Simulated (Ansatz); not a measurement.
K₂, closed-shell singlet (the spin of the measured ground state), most abundant isotopes (38.9637 and 38.9637 u). Constants from fifth-degree fits in 1/R to seven points on the lowest solution found; no spin–orbit coupling, no relativity up to Kr; ω_e x_e and α_e move by some per cent with the fit.

Correlated levels freeze the inner cores; with def2 sets outer-core shells near the valence are correlated too.

Codes used: Ansatz (a program for electronic structure) with Gaussian orbitals. Values without a source in brackets are computed.

Total energies (hartree; each atom in its lowest state at that level) and vibrational constants (cm⁻¹):

```csv
level,E(K2) at r_e,E(K),ω_e,ω_e x_e
PBE/def2-TZVPP,-1199.402961,-599.690799,88,0.26
B3LYP/def2-TZVPP,-1199.868944,-599.925207,89,0.26
wB97M-V/def2-TZVPP,-1199.780790,-599.879272,107,0.29
CCSD(T)/def2-QZVPP,-1198.816172,-599.397939,92,0.28
```

Task: Work out D_e and D₀ in eV.

Result: 
D_e = E(K) + E(K) − E(molecule), times 27.2114 eV; D₀ = D_e − (ω_e/2 − ω_e x_e/4)/8065.54.
- PBE/def2-TZVPP: D_e = 0.581, zero point 0.005, D₀ = 0.576 eV
- B3LYP/def2-TZVPP: D_e = 0.504, zero point 0.006, D₀ = 0.499 eV
- wB97M-V/def2-TZVPP: D_e = 0.605, zero point 0.007, D₀ = 0.599 eV
- CCSD(T)/def2-QZVPP: D_e = 0.552, zero point 0.006, D₀ = 0.547 eV
No counterpoise correction is made.

Doubts at one or more of the structures used: a restricted determinant that unrestricted orbitals would lower (CCSD(T)/def2-QZVPP).
